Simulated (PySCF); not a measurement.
**Electronic structure of Sr⁺ (strontium, charge +1) at the UHF level**

Configuration: [Kr] 4d1, 2D determinant (an excited configuration). All numbers are calculated (PySCF 2.14, the spin-free X2C one-electron Hamiltonian (Gaussian nucleus), in ANO-RCC-VTZP (7s6p3d1f, 47 functions)).

```json
{
  "Total energy": "-3176.986124 hartree",
  "One-electron energy": "-4390.5193 hartree",
  "Hartree (Coulomb) energy": "1317.5281 hartree",
  "Exchange energy": "-103.9949 hartree",
  "⟨S²⟩": "0.7513",
  "⟨L²⟩": "6.009",
  "Sum of ⟨r⟩": "25.69 bohr",
  "Sum of ⟨r²⟩": "40.15 bohr²",
  "Traceless quadrupole moment −½Σ⟨3z² − r²⟩ along its main axis": "3.72 e·bohr²",
  "Langevin diamagnetic susceptibility": "-31.8 ×10⁻⁶ cm³/mol"
}
```

| shell | electrons | mean orbital energy (hartree) | spread (hartree) | rms radius, mean of both spins (bohr) |
| --- | --- | --- | --- | --- |
| 1s β | 1 | -595.35451 | 0 | 0.0450 |
| 1s α | 1 | -595.35385 | 0 | 0.0450 |
| 2s α | 1 | -83.25956 | 0 | 0.187 |
| 2s β | 1 | -83.25837 | 0 | 0.187 |
| 2p α | 3 | -73.80800 | 0.00018 | 0.166 |
| 2p β | 3 | -73.80696 | 0.00180 | 0.166 |
| 3s α | 1 | -14.10561 | 0 | 0.524 |
| 3s β | 1 | -14.10551 | 0 | 0.524 |
| 3p α | 3 | -10.95730 | 0.00342 | 0.535 |
| 3p β | 3 | -10.95695 | 0.00493 | 0.535 |
| 3d α | 5 | -5.74264 | 0.00991 | 0.547 |
| 3d β | 5 | -5.74009 | 0.00600 | 0.547 |
| 4s α | 1 | -2.10057 | 0 | 1.47 |
| 4s β | 1 | -2.08514 | 0 | 1.47 |
| 4p α | 3 | -1.26577 | 0.01347 | 1.69 |
| 4p β | 3 | -1.23835 | 0.02606 | 1.69 |
| 4d α | 1 | -0.31618 | 0 | 3.63 |

Densities and radii are taken from the X2C orbitals without a picture-change correction, which distorts them close to the nucleus.

Spin-orbit constants ζ (cm⁻¹) from the X2C one-electron operator on these orbitals: bare nucleus, nucleus screened by l(l+1)(2l+1)/3 electrons, and screened by the Breit-Pauli mean field of the electrons.

| shell | bare | screened nucleus | mean field |
| --- | --- | --- | --- |
| 2p | 376200 | 356400 | 347600 |
| 3p | 58110 | 55050 | 53430 |
| 3d | 7701 | 5674 | 5352 |
| 4p | 5699 | 5399 | 5215 |
| 4d | 171.5 | 126.4 | 109.0 |

To first order the Landé constant is A = 109.0 cm⁻¹, so the lowest level has J = 3/2 and lies 0.0203 eV below the centre of the term.
